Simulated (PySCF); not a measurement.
Electric field gradients and quadrupole coupling constants

Compound: C5H8O4.
Structure used (GFN2-xTB), in Å, numbered top down from 1:
```
atom  x, y, z in Å
C1     3.3709   -0.4861   -0.1868
O2     2.1730   -0.3573    0.5724
C3     1.0420   -0.2341   -0.1133
O4     0.9327   -0.2442   -1.3056
O5     0.0388   -0.1087    0.7629
C6    -1.2664    0.0493    0.2371
C7    -1.9572    1.3766    0.5813
O8    -3.0138    0.6835    1.2465
C9    -2.3670   -0.5806    1.0966
H10    4.0295   -1.1417    0.3785
H11    3.1537   -0.9081   -1.1689
H12    3.8333    0.4951   -0.3072
H13   -1.2728   -0.2186   -0.8220
H14   -1.3821    2.0005    1.2710
H15   -2.3161    1.9706   -0.2611
H16   -3.0065   -1.3176    0.6074
H17   -1.9990   -0.9665    2.0509
```

Field gradients from the PBE0/pcSseg-1 density (PySCF, non-relativistic), principal values in atomic units, ordered |Vxx| ≤ |Vyy| ≤ |Vzz|:

```tsv
atom	Vxx	Vyy	Vzz
O2	-0.4824	-1.3460	1.8285
O4	0.5498	0.8190	-1.3688
O5	-0.4725	-1.3180	1.7905
O8	0.2196	1.9000	-2.1196
```

Q: Find the asymmetry η = (Vxx − Vyy)/Vzz and the couplings χ = eQV/h (234.96 MHz × Q in barn × V in au), with Q(17O) = −0.0256 b.

A: 
| atom | environment | nucleus | η | χzz (MHz) | χxx (MHz) | χyy (MHz) |
| --- | --- | --- | --- | --- | --- | --- |
| O2 | oxygen singly bound to a carbonyl carbon | 17O | 0.47 | -11.00 | 2.90 | 8.10 |
| O4 | carbonate carbonyl oxygen | 17O | 0.20 | 8.23 | -3.31 | -4.93 |
| O5 | oxygen singly bound to a carbonyl carbon | 17O | 0.47 | -10.77 | 2.84 | 7.93 |
| O8 | cyclic ether oxygen | 17O | 0.79 | 12.75 | -1.32 | -11.43 |

The tensor is traceless: Vxx + Vyy + Vzz = 0.

Q: What is Vzz at O2 in SI units (1 au = 9.71736 × 10²¹ V/m²)?

A: 1.8285 au = 17.768 × 10²¹ V/m².

Q: What couplings would deuterons (Q(2H) = 0.00286 b) have in place of the hydrogens, at this geometry?

A: 
| atom | bonded to | bond length (Å) | Vzz (au) | η | χzz (kHz) |
| --- | --- | --- | --- | --- | --- |
| H10 | C1 | 1.088 | 0.3047 | 0.08 | 205 |
| H11 | C1 | 1.091 | 0.2913 | 0.10 | 196 |
| H12 | C1 | 1.091 | 0.2980 | 0.09 | 200 |
| H13 | C6 | 1.092 | 0.2836 | 0.09 | 191 |
| H14 | C7 | 1.093 | 0.2932 | 0.05 | 197 |
| H15 | C7 | 1.091 | 0.2986 | 0.04 | 201 |
| H16 | C9 | 1.092 | 0.2986 | 0.04 | 201 |
| H17 | C9 | 1.093 | 0.2933 | 0.04 | 197 |

One conformer (not necessarily the lowest) at the GFN2-xTB geometry, without solvent, vibrations or thermal averaging. GFN2-xTB frequencies show an imaginary mode (49i cm⁻¹), so this geometry is no minimum at that level. GFN2-xTB bond lengths can be off by several hundredths of an ångström, more for odd bonds, and the gradients follow them. With a basis this small, the couplings can be 20 % off.

These values come from a run that also computed NMR shieldings. On one thread of an Intel Xeon at 2.50 GHz, shared host with 64 logical CPUs at a one-minute load of 56, this took 2.0 min wall, 79 s CPU and 0.88 GiB of memory at its peak.
